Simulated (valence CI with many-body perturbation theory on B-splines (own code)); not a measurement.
Values are calculated unless marked as measured or tabulated.
# Gd LII: input, log and results

Method: relativistic CI+MBPT: three valence electrons over a frozen Dirac-Fock core [Ne], a basis of 6 s, 6 p, 5 d, 3 f, 1 g functions for each j, with the one-electron correlation potential Σ1 (screened to all orders), the two-electron term Σ2, the three-electron term Σ3, Breit, model QED; selected single and double excitations, second order for the rest, scaled by the run's own slope (own B-spline code, finite nucleus).

Command, and the settings that its task file holds:

```sh
python run_cv.py task.json out
```

```
atom Gd  Z=64  mass_number=158  rms_radius_fm=5.1569
core [Ne]
valence 3s2 3p1
avg = 1
basis = S
breit = 1
cap = 10000
capref = 1200
cscale = 1
de = 0.0
dress = 0
ecut = 4860
eps = 2e-08
extrap = 1
h = 0.27
hh = 1
l2 = 3
lcore = 6
maxit = 60
n2 = 5
natural = 1
nlev = 21
nno = [3, 3, 3, 2, 1]
nroot = 26
nsp = [3, 3, 2, 1, 0]
pt2 = 1
qed = 1
rmax = 4.24
rpa = 1
s1 = 1
s2 = 1
s3 = 1
screen = 1
tol = 2e-05
whole = 1
```

It took 13 s on 1 thread of Intel(R) Xeon(R) Platinum 8259CL CPU @ 2.50GHz (Skylake/Cascade Lake), with other jobs on the host.

Log. The first blocks belong to the next ion, which gives the ionisation energy. Fields: 2J, parity (1 odd), roots, reference size, generating configurations, candidates as configurations/state functions, variational space P, stored matrix elements, Davidson steps; e2 is the range of second-order energies in hartree. The first line gives the box (bohr), its intervals, the orbitals and the steps of their self-consistent field. Window is the range of levels sought, series limit the energy at which the first omitted orbital would enter, core excitation an estimate of the first excitation out of the core, left out the lowest levels not solved, and shifts from estimates the range by which levels moved from their first estimate, all in cm⁻¹.

```
rmax 4.2 intervals 58 orbitals 36 references ['3s2 3p', '3s 3p2', '3s2 3d', '3s 3p 3d', '3p3'] scf 2 t 0.9
2J=0 par=0 roots 2 ref 15 generators 4 cand 92/92 P 107/107 nnz 0 it 0
   second order: generators 7 cand 0/0 e2 -0.00000 -0.00000
reference levels 433, estimated 67, window 5103886 1/cm; series limit 25592333, core excitation 49526444
2J=1 par=1 roots 4 ref 37 generators 7 cand 270/398 P 949/1406 nnz 0 it 4
2J=1 par=1 roots 4 ref 37 generators 10 cand 201/305 P 1031/1524 nnz 0 it 4
   second order: generators 12 cand 339/523 e2 -0.00000 -0.00000
2J=1 par=0 roots 4 ref 41 generators 8 cand 173/255 P 1005/1480 nnz 0 it 2
2J=1 par=0 roots 4 ref 41 generators 9 cand 159/235 P 1040/1529 nnz 0 it 4
   second order: generators 11 cand 334/521 e2 -0.00000 -0.00000
2J=3 par=1 roots 7 ref 60 generators 12 cand 252/561 P 1187/2443 nnz 0 it 4
2J=3 par=1 roots 7 ref 60 generators 13 cand 188/397 P 1254/2604 nnz 1.1e+06 it 4
   second order: generators 16 cand 577/1281 e2 -0.00000 -0.00000
2J=3 par=0 roots 6 ref 65 generators 11 cand 153/317 P 1241/2536 nnz 1.1e+06 it 2
2J=3 par=0 roots 6 ref 65 generators 13 cand 135/288 P 1277/2616 nnz 1.1e+06 it 4
   second order: generators 17 cand 339/803 e2 -0.00000 -0.00000
2J=5 par=0 roots 4 ref 63 generators 9 cand 226/541 P 1200/2674 nnz 1.2e+06 it 3
2J=5 par=0 roots 4 ref 63 generators 12 cand 191/429 P 1228/2733 nnz 1.3e+06 it 4
   second order: generators 16 cand 403/1051 e2 -0.00000 -0.00000
2J=5 par=1 roots 5 ref 55 generators 6 cand 272/689 P 1165/2599 nnz 1.1e+06 it 3
2J=5 par=1 roots 5 ref 55 generators 11 cand 205/493 P 1230/2788 nnz 1.3e+06 it 3
   second order: generators 12 cand 386/971 e2 -0.00000 -0.00000
2J=7 par=1 roots 2 ref 36 generators 3 cand 395/950 P 917/1988 nnz 0 it 3
2J=7 par=1 roots 2 ref 36 generators 5 cand 283/668 P 1008/2204 nnz 0 it 3
   second order: generators 7 cand 192/452 e2 -0.00000 -0.00000
2J=9 par=1 roots 1 ref 14 generators 1 cand 279/641 P 419/856 nnz 0 it 0
2J=9 par=1 roots 1 ref 14 generators 1 cand 192/436 P 488/1007 nnz 0 it 0
   second order: generators 4 cand 426/850 e2 -0.00000 -0.00000
left out: unestimated 7469636, estimated 5580381, shifts from estimates -1 to 0
operators 0.9
```

The Davidson iterations converged.

No measured spectrum was set against this ion. As an estimate, large intervals hold to a few tenths of a per cent, small ones and those within an open d or f shell to about a per cent.

```
Valence energy                            : -537.9964 hartree
Ionisation energy                         : 4694.7 eV (NIST: 4693 ± 4 eV (theoretical))
Reference configurations for the orbitals : 3s2 3p, 3s 3p2, 3s2 3d, 3s 3p 3d, 3p3
Radial orbitals                           : 36
Box radius                                : 4.24 bohr
Largest variational space                 : 2788
Lowest levels                             : (3s^2 3p1/2) J=1/2 0.000, (3s 3p1/2^2) J=1/2 9.751, (3s^2 3p3/2) J=3/2 13.446, (3s 3p1/2 3p3/2) J=3/2 [a] 21.437, (3s 3p1/2 3p3/2) J=5/2 22.512, (3s 3p1/2 3p3/2) J=3/2 [b] 23.877, (3s 3p1/2 3p3/2) J=1/2 24.497, (3s^2 3d3/2) J=3/2 27.670, (3s^2 3d5/2) J=5/2 30.183, (3p1/2^2 3p3/2) J=3/2 33.588, (3s 3p1/2 3d3/2) J=3/2 [a] 34.600, (3s 3p1/2 3d3/2) J=5/2 35.387, (3s 3p3/2^2) J=5/2 35.793, (3s 3p1/2 3d3/2) J=1/2 36.982 Ry
```

Levels are named by their leading jj configuration (3d3/2^4 stands for four electrons in 3d with j = 3/2), which in mixed levels can hold well under half, so a name can repeat and another be missing. Letters in brackets count levels of one name in rising energy.
